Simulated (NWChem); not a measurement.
System: CH$_{5}$FOSi$_{2}$; SMILES F[Si@H]1C[SiH2]O1

Output (shortened):

```
             Northwest Computational Chemistry Package (NWChem) 7.3.0
             --------------------------------------------------------

                             Geometry "geometry" -> ""
                             -------------------------

 Output coordinates in angstroms (scale by  1.889725989 to convert to a.u.)

  No.       Tag          Charge          X              Y              Z
 ---- ---------------- ---------- -------------- -------------- --------------
    1 F                    9.0000    -0.09147300    -2.08101000    -0.62567800
    2 Si                  14.0000     0.02057300    -0.87738900     0.43850900
    3 C                    6.0000     1.35098600     0.39918900     0.01719900
    4 Si                  14.0000    -0.15815600     1.53745500    -0.22781000
    5 O                    8.0000    -1.19430000     0.25701400     0.21046200
    6 H                    1.0000    -0.01533400    -1.49900200     1.78180200
    7 H                    1.0000     2.02286500     0.67352300     0.83645300
    8 H                    1.0000     1.94216200     0.18020500    -0.87697400
    9 H                    1.0000    -0.40655000     2.01251000    -1.61295500
   10 H                    1.0000    -0.26582900     2.67837400     0.71729200

 Effective nuclear repulsion energy (a.u.)     309.2750841810

                                 NWChem DFT Module
                                 -----------------

 Summary of "ao basis" -> "ao basis" (spherical)
 ------------------------------------------------------------------------------
       Tag                 Description            Shells   Functions and Types
 ---------------- ------------------------------  ------  ---------------------
 F                           6-31g*                  6       14   3s2p1d
 Si                          6-31g*                  8       18   4s3p1d
 C                           6-31g*                  6       14   3s2p1d
 O                           6-31g*                  6       14   3s2p1d
 H                           6-31g*                  2        2   2s

 in cosmo_initialize ...
 calling solv_data for solv:h2o

 solvent parameters
 solvname_short: h2o
 solvname_long:  water
 dielec:       78.4000
 dielecinf:     1.7769
 aqueous SMD model solvent descriptors
 dielec:       78.4000
 sola:          0.8200

          ---------------
          -cosmo- solvent
          ---------------
 Cosmo: York-Karplus, doi: 10.1021/jp992097l
 dielectric constant -eps-     =  78.40
 screen = (eps-1)/(eps    )    =   0.98724
 surface charge correction     = lagrangian

   van der Waals surface
 --------------------------

 ---------- ATOMIC COORDINATES (A.U.) ------------ VDWR(ANG.) --
     1   -0.17285891   -3.93253868   -1.18235998     1.730
     2    0.03887733   -1.65802480    0.82866185     2.470
     3    2.55299335    0.75435783    0.03250140     1.850
     4   -0.29887150    2.90536867   -0.43049848     2.470
     5   -2.25689975    0.48568604    0.39771551     1.520
     6   -0.02897706   -2.83270304    3.36711755     1.200
     7    3.82266056    1.27277392    1.58066697     1.200
     8    3.67015401    0.34053807   -1.65724056     1.200
     9   -0.76826810    3.80309245   -3.04804298     1.200
    10   -0.50234397    5.06139295    1.35548533     1.200
 number of segments per atom =        128
 number of   points per atom =        128
 atom (   nspa,  nppa )
 ----------------------
    1 (     65,     0 )       0
    2 (     75,     0 )       0
    3 (     25,     0 )       0
    4 (     83,     0 )       0
    5 (     27,     0 )       0
    6 (     33,     0 )       0
    7 (     54,     0 )       0
    8 (     53,     0 )       0
    9 (     31,     0 )       0
   10 (     34,     0 )       0
 number of -cosmo- surface points =      480
 molecular surface =    131.513 angstrom**2
 molecular volume  =    125.743 angstrom**3
 -lineq- algorithm             =   0
 -bem- low  level              =   3
 -bem- from -octahedral-
 gaussian surface charge width =   4.50000
 degree of switching           =   1.00000
 switching function tolerance  =   0.00010
 atomic radii =
 --------------
    1  9.000  1.730
    2 14.000  2.470
    3  6.000  1.850
    4 14.000  2.470
    5  8.000  1.520
    6  1.000  1.200
    7  1.000  1.200
    8  1.000  1.200
    9  1.000  1.200
   10  1.000  1.200
 ...... end of -cosmo- initialization ......

 nat:                    10
 ixmem:                  5529
 calling mnsol_interface()
 G(SMD-CDS) energy (kcal/mol)  =     3.260
 SMD-CDS SASA (angstrom**2)    =   150.548

            General Information
            -------------------
          SCF calculation type: DFT
          Wavefunction type:  closed shell.
          No. of atoms     :    10
          No. of electrons :    56
           Alpha electrons :    28
            Beta electrons :    28
          Charge           :     0
          Spin multiplicity:     1
          Use of symmetry is: off; symmetry adaption is: off
          Maximum number of iterations: 150
          AO basis - number of functions:    88
                     number of shells:    44
          Convergence on energy requested:  1.00D-06
          Convergence on density requested:  1.00D-05
          Convergence on gradient requested:  5.00D-04

              XC Information
              --------------
                         B3LYP Method XC Potential
                     Hartree-Fock (Exact) Exchange  0.200
                        Slater Exchange Functional  0.800 local
                    Becke 1988 Exchange Functional  0.720 non-local
              Lee-Yang-Parr Correlation Functional  0.810
                  VWN I RPA Correlation Functional  0.190 local

             Grid Information
             ----------------
          Grid used for XC integration:  medium
          Radial quadrature: Mura-Knowles
          Angular quadrature: Lebedev.
          Tag              B.-S. Rad. Rad. Pts. Rad. Cut. Ang. Pts.
          ---              ---------- --------- --------- ---------
          F                   0.50       49          12.0       434
          Si                  1.10       88          10.0       590
          C                   0.70       49           8.0       434
          O                   0.60       49           9.0       434
          H                   0.35       45          11.0       434
          Grid pruning is: on
          Number of quadrature shells:   548
          Spatial weights used:  Erf1

      Superposition of Atomic Density Guess
      -------------------------------------

 Sum of atomic energies:        -791.91271614

      Non-variational initial energy
      ------------------------------

 Total energy =    -793.858965
 1-e energy   =   -1712.184566
 2-e energy   =     609.050517
 HOMO         =      -0.333106
 LUMO         =       0.028953

   convergence    iter        energy       DeltaE   RMS-Dens  Diis-err
 ---------------- ----- ----------------- --------- --------- ---------
     COSMO gas phase
 d= 0,ls=0.0,diis     1   -795.1914353715 -1.10D+03  1.85D-02  9.16D-01
 d= 0,ls=0.0,diis     2   -795.0820023276  1.09D-01  1.04D-02  2.27D+00
 d= 0,ls=0.0,diis     3   -795.2931714074 -2.11D-01  1.89D-03  3.79D-02
 d= 0,ls=0.0,diis     4   -795.2954315282 -2.26D-03  8.84D-04  1.58D-02
 d= 0,ls=0.0,diis     5   -795.2969753459 -1.54D-03  1.66D-04  4.35D-04
  Resetting Diis
 d= 0,ls=0.0,diis     6   -795.2970120027 -3.67D-05  5.60D-05  3.81D-05
 d= 0,ls=0.0,diis     7   -795.2970161945 -4.19D-06  3.39D-05  2.92D-06
 d= 0,ls=0.0,diis     8   -795.2970158433  3.51D-07  1.94D-05  5.84D-06
 d= 0,ls=0.0,diis     9   -795.2970165707 -7.27D-07  1.57D-06  3.71D-08

   convergence    iter        energy       DeltaE   RMS-Dens  Diis-err
 ---------------- ----- ----------------- --------- --------- ---------
     COSMO solvation phase
 d= 0,ls=0.0,diis     1   -795.2978597065 -8.43D-04  1.47D-03  3.36D-03
 d= 0,ls=0.0,diis     2   -795.2986098763 -7.50D-04  4.55D-04  2.83D-03
 d= 0,ls=0.0,diis     3   -795.2988296449 -2.20D-04  1.54D-04  6.20D-04
 d= 0,ls=0.0,diis     4   -795.2988869387 -5.73D-05  3.57D-05  1.41D-05
 d= 0,ls=0.0,diis     5   -795.2988877776 -8.39D-07  1.55D-05  5.58D-06
 d= 0,ls=0.0,diis     6   -795.2988882299 -4.52D-07  2.71D-06  7.47D-08

         Total DFT energy =     -795.298888229913
      One electron energy =    -1716.257951227525
           Coulomb energy =      679.915832105392
    Exchange-Corr. energy =      -68.430339818404
 Nuclear repulsion energy =      309.275084181013

             COSMO energy =        0.198486529611

 Numeric. integr. density =       56.000000068181

                                COSMO-SMD solvation results
                                ---------------------------

             internal energy in gas <Psi(g)|H|Psi(g)> =      -795.297016570715
         internal energy in solvent <Psi(s)|H|Psi(s)> =      -795.295732128769
                               delta internal energy  =         0.001284441946 (    0.81 kcal/mol)
   total free energy in solvent <Psi(s)|H+V/2|Psi(s)> =      -795.304082949500
 polarization energy contribution <Psi(s)|V/2|Psi(s)> =        -0.008350820731 (   -5.24 kcal/mol)
    total free energy in solvent including G(SMD-CDS) =      -795.298888229913
                       G(SMD-CDS) energy contribution =         0.005194719587 (    3.26 kcal/mol)
     1 M fixed-concentration free energy of solvation =        -0.001871659198 (   -1.17 kcal/mol)

                       DFT Final Molecular Orbital Analysis
                       ------------------------------------

 Vector   26  Occ=2.000000D+00  E=-3.246915D-01
              MO Center= -1.0D-01,  4.0D-01,  3.3D-02, r^2= 2.9D+00
   Bfn.  Coefficient  Atom+Function         Bfn.  Coefficient  Atom+Function
  ----- ------------  ---------------      ----- ------------  ---------------
    67      0.433491   5 O  px               35      0.326522   3 C  px
    71      0.319701   5 O  px               39      0.183572   3 C  px
    21     -0.161884   2 Si px               38     -0.161374   3 C  s
    53     -0.154418   4 Si px               86      0.140332   9 H  s
    81      0.106168   7 H  s                69      0.100241   5 O  pz

 Vector   27  Occ=2.000000D+00  E=-3.202007D-01
              MO Center= -5.1D-01,  1.1D+00,  5.2D-02, r^2= 3.2D+00
   Bfn.  Coefficient  Atom+Function         Bfn.  Coefficient  Atom+Function
  ----- ------------  ---------------      ----- ------------  ---------------
    69      0.393803   5 O  pz               73      0.307893   5 O  pz
    88     -0.279168  10 H  s                86      0.208962   9 H  s
    87     -0.201945  10 H  s                55     -0.196599   4 Si pz
    85      0.151523   9 H  s                35     -0.126634   3 C  px
    67     -0.118660   5 O  px               54     -0.100858   4 Si py

 Vector   28  Occ=2.000000D+00  E=-2.908510D-01
              MO Center=  6.8D-01,  2.8D-01,  1.1D-01, r^2= 3.3D+00
   Bfn.  Coefficient  Atom+Function         Bfn.  Coefficient  Atom+Function
  ----- ------------  ---------------      ----- ------------  ---------------
    36      0.385744   3 C  py               40      0.255333   3 C  py
    80      0.220995   6 H  s                53      0.216097   4 Si px
    21     -0.170911   2 Si px               54     -0.158665   4 Si py
    22     -0.157312   2 Si py               86     -0.151231   9 H  s
    79      0.141471   6 H  s                37     -0.117083   3 C  pz

 Vector   29  Occ=0.000000D+00  E=-2.673373D-03
              MO Center= -1.3D-01,  9.7D-01, -6.7D-02, r^2= 5.4D+00
   Bfn.  Coefficient  Atom+Function         Bfn.  Coefficient  Atom+Function
  ----- ------------  ---------------      ----- ------------  ---------------
    57      0.728154   4 Si px               70      0.568331   5 O  s
    38     -0.405612   3 C  s                25      0.390436   2 Si px
    53      0.346847   4 Si px               21      0.285834   2 Si px
    58      0.280313   4 Si py               39      0.172630   3 C  px
    24      0.163031   2 Si s                59     -0.138340   4 Si pz

 Vector   30  Occ=0.000000D+00  E= 3.856122D-02
              MO Center=  7.3D-02, -8.3D-01,  2.5D-01, r^2= 4.6D+00
   Bfn.  Coefficient  Atom+Function         Bfn.  Coefficient  Atom+Function
  ----- ------------  ---------------      ----- ------------  ---------------
    26      0.981972   2 Si py               56     -0.626789   4 Si s
     6      0.475169   1 F  s                58      0.405185   4 Si py
    82     -0.379079   7 H  s                84      0.364579   8 H  s
    27      0.329906   2 Si pz               86      0.267974   9 H  s
    23      0.243247   2 Si pz               73     -0.222720   5 O  pz

 Vector   31  Occ=0.000000D+00  E= 5.429485D-02
              MO Center=  1.6D-02,  1.5D+00, -1.5D-01, r^2= 5.2D+00
   Bfn.  Coefficient  Atom+Function         Bfn.  Coefficient  Atom+Function
  ----- ------------  ---------------      ----- ------------  ---------------
    58      1.443874   4 Si py               38      1.291411   3 C  s
    56     -0.651238   4 Si s                57     -0.503901   4 Si px
    86     -0.407901   9 H  s                59     -0.402691   4 Si pz
    70      0.381054   5 O  s                88     -0.367687  10 H  s
    84     -0.296147   8 H  s                82     -0.193292   7 H  s

     Multipole analysis of the density
     ---------------------------------

     L   x y z        total         alpha         beta         nuclear
     -   - - -        -----         -----         ----         -------
     0   0 0 0     -0.000000    -28.000000    -28.000000     56.000000

     1   1 0 0      1.056257      1.397959      1.397959     -1.739661
     1   0 1 0      0.600263      1.236784      1.236784     -1.873304
     1   0 0 1      0.273768      0.183001      0.183001     -0.092234

     2   2 0 0    -32.622688    -71.472460    -71.472460    110.322232
     2   1 1 0      0.414369      1.918238      1.918238     -3.422108
     2   1 0 1      0.368686      0.718331      0.718331     -1.067975
     2   0 2 0    -33.169491   -192.079510   -192.079510    350.989530
     2   0 1 1     -1.479192      2.274494      2.274494     -6.028181
     2   0 0 2    -31.721241    -42.746624    -42.746624     53.772008
```

Level: B3LYP/6-31G* (spherical d), SMD on the gas-phase geometry. Coordinates come from a B3LYP/6-31G* (spherical d) optimisation. B3LYP is NWChem's, with the RPA form of VWN correlation. Solvent: water.

Q: Which NWChem input produces such a log?

A: This is not unique; one that fits is the input that was run:
```
start job
memory heap 200 mb stack 900 mb global 1100 mb
geometry units angstroms noautosym nocenter noautoz
  F     -0.091473    -2.081010    -0.625678
  Si     0.020573    -0.877389     0.438509
  C      1.350986     0.399189     0.017199
  Si    -0.158156     1.537455    -0.227810
  O     -1.194300     0.257014     0.210462
  H     -0.015334    -1.499002     1.781802
  H      2.022865     0.673523     0.836453
  H      1.942162     0.180205    -0.876974
  H     -0.406550     2.012510    -1.612955
  H     -0.265829     2.678374     0.717292
end
basis spherical
  F library 6-31g*
  Si library 6-31g*
  C library 6-31g*
  O library 6-31g*
  H library 6-31g*
end
dft
  xc b3lyp
  iterations 150
end
cosmo
  do_cosmo_smd true
  solvent water
end
task dft energy
```
